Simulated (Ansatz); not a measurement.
Basis-set extrapolation for B$_{2}$FH$_{5}$Si (`BB[SiH2]F`) (PBE0-D4/def2-TZVP geometry, frozen core, Ansatz). Multiplicity 1, RHF reference.

|  | def2-TZVPP | def2-QZVPP |
| --- | --- | --- |
| HF | -440.730268 | -440.746757 |
| MP2 correlation | -0.565406 | -0.612044 |
| CCSD(T) correlation | -0.632507 | not run |

Energies in hartree. Use E(X) = E(∞) + A·exp(−7.88·√X) for Hartree–Fock and E(X) = E(∞) + B·X^(−2.97) for correlation, with X = 3 and 4, and add CCSD(T) minus MP2 of the smaller set to the MP2 limit.

**Question.** What is the CCSD(T) energy at the basis-set limit?

**Answer.** HF limit: -440.746757 + (-0.016489) × 0.13774 = -440.74903. MP2 limit: -0.612044 + (-0.046638) × 0.74074 = -0.64659. Higher-order term: -0.632507 − (-0.565406) = -0.06710. Total: -441.46272 hartree, 262.4 kJ/mol below CCSD(T)/def2-TZVPP.
